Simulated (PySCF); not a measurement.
# A survey of 15N NMR shifts

PySCF 2.14.0 with density-fitted response routines calculation with GFN2-xTB geometry and NMR shieldings at PBE0/pcSseg-1/GIAO; no solvent model, non-relativistic, one computed conformer, rapidly exchanging positions averaged.

Shieldings were converted by a linear fit to measured shifts: 15N (scatter 6.3 ppm rms vs CH3NO2, solution or neat liquid). A few per cent of atoms miss by over 2 rms, more outside the fitted compound classes.

(1) Give the 15N shifts of `CN(C)C(=O)[C@@H]1C=C1F`, `CSc1cnc(C)nn1`, `C=NC[SiH2][Si@H](O)C#N`, `c1ccc(Cn2ccnn2)cc1`.

(2) Order these by 15N shift, lowest first.
A. Fc1cccc2oncc12
B. C#CCn1cpc(C=C)c1C
C. CN(C)C(=O)C#CCF

## Answers

(1) 
```tsv
compound	environment	δ (ppm)
CN(C)C(=O)[C@@H]1C=C1F	amide-type nitrogen	-289.4
[CH3:1][S:2][c:3]1[cH:4][n:5][c:6]([CH3:7])[n:8][n:9]1	N9: pyridine-type ring nitrogen	21.7
[CH3:1][S:2][c:3]1[cH:4][n:5][c:6]([CH3:7])[n:8][n:9]1	N8: pyridine-type ring nitrogen	0.8
[CH3:1][S:2][c:3]1[cH:4][n:5][c:6]([CH3:7])[n:8][n:9]1	N5: pyridine-type ring nitrogen	-90.7
[CH2:1]=[N:2][CH2:3][SiH2:4][Si@H:5]([OH:6])[C:7]#[N:8]	N2: imine nitrogen	-42.1
[CH2:1]=[N:2][CH2:3][SiH2:4][Si@H:5]([OH:6])[C:7]#[N:8]	N8: nitrile nitrogen	-64.0
[cH:1]1[cH:2][cH:3][c:4]([CH2:5][n:6]2[cH:7][cH:8][n:9][n:10]2)[cH:11][cH:12]1	N10: pyridine-type nitrogen of an azole	-26.5
[cH:1]1[cH:2][cH:3][c:4]([CH2:5][n:6]2[cH:7][cH:8][n:9][n:10]2)[cH:11][cH:12]1	N9: pyridine-type nitrogen of an azole	-40.7
[cH:1]1[cH:2][cH:3][c:4]([CH2:5][n:6]2[cH:7][cH:8][n:9][n:10]2)[cH:11][cH:12]1	N6: pyrrole-type ring nitrogen	-140.0
```

(2) C (-278.2 ppm, amide-type nitrogen), B (-208.6 ppm, pyrrole-type ring nitrogen), A (-3.9 ppm, pyridine-type nitrogen of an azole).
